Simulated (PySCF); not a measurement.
Atom-mapped SMILES (the numbers label the heavy atoms): `[F:1][SiH2:2][SiH2:3][C:4]1=[C:5]([Cl:6])[CH2:7][CH2:8]1` (H(Xn): hydrogen on atom n).

PySCF calculation with structure optimised with GFN2-xTB and GIAO PBE0/pcSseg-1 shieldings; non-relativistic Hamiltonian, one computed conformer, no solvent, averaged over atoms made equivalent by symmetry, fast rotation or ring inversion.

Referencing at the same level of theory: 13C and 1H and 29Si against TMS; 19F against CFCl3; 35Cl vs HCl.

| atoms | nucleus | count | Hirshfeld charge | δ (ppm) |
| --- | --- | --- | --- | --- |
| C4 | 13C | 1 | -0.11 | ? |
| H(C8) | 1H | 2 | 0.05 | 2.43 |
| H(Si3) | 1H | 2 | -0.07 | ? |
| Si2 | 29Si | 1 | 0.32 | ? |
| F1 | 19F | 1 | -0.22 | -255.7 |
| C5 | 13C | 1 | 0.01 | ? |
| C7 | 13C | 1 | -0.07 | 42.1 |
| Si3 | 29Si | 1 | 0.24 | -97.7 |
| H(C7) | 1H | 2 | 0.05 | 2.92 |
| H(Si2) | 1H | 2 | -0.08 | 5.86 |
| Cl6 | 35Cl | 1 | 0.00 | 269 |
| C8 | 13C | 1 | -0.06 | 30.5 |

Task: Fill in the missing shifts.

Result: 
- C5: 158.6 ppm, fully substituted alkene carbon; the olefinic region
- C4: 148.8 ppm, fully substituted alkene carbon; the olefinic region
- H(Si3): 4.23 ppm, hydrogen on a silicon bonded to C, Si
- Si2: 4.6 ppm, silicon bonded to F, Si, 2 H

Carbons that carry Cl, above all several Cl atoms, come out too deshielded, partly because spin–orbit coupling is missing. Shifts are as computed. Against solution values, carbons near 30 ppm lie about +3 ppm off and those near 130 ppm about +5 ppm; carbons on Cl a further +6 ppm. Of 1309 compounds with measured shifts, 239 miss one by over three times the rms of a fit or turn the order of signals round; such compounds aren't used in these exercises. Unscaled 19F shifts against computed CFCl3 carry errors that often reach 10 to 50 ppm.
